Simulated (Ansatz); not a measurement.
Mulliken charges of BH$_{3}$Se (`B[SeH]`) from ωB97M-V/def2-TZVPP in Ansatz (PBE0-D4/def2-TZVP geometry).

| atom | x (Å) | y (Å) | z (Å) | charge (e) |
| --- | --- | --- | --- | --- |
| B1 | -0.115 | -0.638 | 0.043 | -0.210 |
| Se2 | 1.035 | 0.861 | -0.147 | -0.024 |
| H3 | -1.293 | -0.500 | 0.125 | 0.085 |
| H4 | 0.422 | -1.701 | 0.073 | 0.079 |
| H5 | 0.001 | 1.905 | -0.137 | 0.069 |

Q: By hand: the dipole of these point charges (1 e Å = 4.8032 D).

A: Σ q r = (-0.077, 0.068, 0.001) e Å, of length 0.103 e Å = 0.49 D.

Q: How does the dipole of the full density compare? (Estimate.)

A: The calculation gave: (-0.075, 0.113, -0.002) e Å, 0.65 D; the point charges give 0.75 times that, at 15° from its direction.

Point charges leave out the atoms' own dipoles, such as those of lone pairs, and Mulliken's split depends on the basis, so the two needn't agree.
